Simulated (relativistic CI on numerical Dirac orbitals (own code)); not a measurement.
# Sensitivity of the levels of Be²⁺ to α

These numbers are calculated, not measured: Dirac-Coulomb-Breit CI, orbitals from a KLI potential per configuration, valence Slater integrals scaled by 0.85, P86 correlation energy added to each configuration, derivatives by finite differences, QED left out (own radial code, finite nucleus).

CI space: 1s², 1s2s, 1s2p. Levels of other configurations are missing.

With x = (α/α₀)² − 1 an excitation energy changes as ω = ω₀ + qx; K = 2q/ω₀ is the relative enhancement. Terms are leading LS components, so labels can repeat.

Lowest level 1s² ¹S0.

```tsv
Level	ω₀ (cm⁻¹)	q (cm⁻¹)	K
1s2s ³S1	951172	6.582	1.38e-05
1s2s ¹S0	972853	46.12	9.48e-05
1s2p ³P°1	978651	56.5	0.000115
1s2p ³P°0	978664	69.22	0.000141
1s2p ³P°2	978665	70.11	0.000143
1s2p ¹P°1	992902	48.69	9.81e-05
```

For a near-neutral ion this model can misplace configurations by up to about 10,000 cm⁻¹ (more where the count of f electrons changes) and terms by 10 to 25 % of their spread. Rates follow the energies as ν³ (E1, M1) or ν⁵ (E2), so they and the lifetimes can be off by large factors. The fine structure of a lone outer electron comes out too small, for d and f at times inverted, and misplaced configurations move strength between like terms.
